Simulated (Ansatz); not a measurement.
Species: C7H8N, net charge 0, doublet state. It need not be the lowest isomer of its formula. 
Coordinates optimised at B3LYP-D3(BJ)/def2-TZVP (Ansatz, a first-principles code):
SMILES: Cc1nc([c]cc1)C
```xyz
16

C     -2.5303    -0.8465    -0.3203
C     -1.2253    -0.1546    -0.0738
C     -1.1085     1.1530     0.3430
C      0.0840     1.7834     0.5671
C      1.2370     1.0286     0.3511
C      1.0980    -0.2943    -0.0709
C      2.2953    -1.1675    -0.3231
N     -0.0968    -0.8545    -0.2726
H     -3.3701    -0.1837    -0.1185
H     -2.5855    -1.1857    -1.3564
H     -2.6124    -1.7303     0.3151
H      0.1433     2.8143     0.8950
H      2.2188     1.4572     0.5070
H      2.2952    -1.5196    -1.3560
H      3.2265    -0.6342    -0.1353
H      2.2611    -2.0499     0.3182
```
Charge 0, spin multiplicity 2.

Total electronic energies in hartree. Correlated levels leave the core frozen unless marked. UHF or UKS for open shells. No spin-orbit coupling. Non-relativistic unless marked X2C. CBS(X,Y): correlation extrapolated as X^-3; Hartree-Fock from the larger set. The bracket is a focal-point correction in the basis named. The program attaches cautions to a run behind HF/6-31G: large difference. The program attaches cautions to a run behind MP2/STO-3G: large difference. The program attaches cautions to a run behind SCS-MP2/6-31G: large difference.

The UHF reference is spin-contaminated (<S^2> 0.59 over the pure value in the largest basis). 

```
level                                                     program  energy (Eh)
-------------------------------------------------  --------------  -----------
HF/6-31G                                                   Ansatz   -324.00508
HF/cc-pVDZ                                                 Ansatz   -324.15897
HF/cc-pwCVTZ                                               Ansatz   -324.24209
RI-HF/cc-pVTZ                                              Ansatz   -324.23963
SVWN5/def2-TZVPD                                           Ansatz   -323.40771
PBE-D3(BJ)/def2-TZVPD                              Ansatz + dftd3   -325.94765
B97M-V/def2-TZVPD                                          Ansatz   -326.36130
B3LYP-D3(BJ)/def2-TZVPD                            Ansatz + dftd3          [?]
PBE0-D3(BJ)/def2-TZVPD                             Ansatz + dftd3   -325.97518
PBE0-D4/def2-TZVPD                                 Ansatz + dftd4   -325.97493
PBE0/def2-TZVPD                                            Ansatz   -325.96210
BHLYP-D3(BJ)/def2-TZVPD                            Ansatz + dftd3   -326.17105
HSE06-D4/def2-TZVPD                                Ansatz + dftd4          [?]
CAM-B3LYP-D3(BJ)/def2-TZVPD                        Ansatz + dftd3   -326.18315
B2PLYP/def2-TZVPD                                          Ansatz   -326.06069
MP2/STO-3G                                                 Ansatz   -320.53203
MP2/cc-pVDZ                                                Ansatz   -325.17567
RI-MP2/CBS(cc-pVTZ,cc-pVQZ)                                Ansatz    -325.6490
SCS-MP2/6-31G                                              Ansatz   -324.64345
CCSD/cc-pVTZ                                               Ansatz   -325.56290
CCSD(T)/cc-pwCVTZ                                          Ansatz   -325.65101
X2C-CCSD(T)/cc-pVTZ-DK                                     Ansatz   -325.76372
RI-MP2/CBS(cc-pVTZ,cc-pVQZ)+[CCSD(T)-MP2]/cc-pVTZ          Ansatz    -325.7927
```

### Question
Some entries are withheld; supply them.

### Answer

- B3LYP-D3(BJ)/def2-TZVPD, energy (Eh): -326.38719
- HSE06-D4/def2-TZVPD, energy (Eh): -325.95562
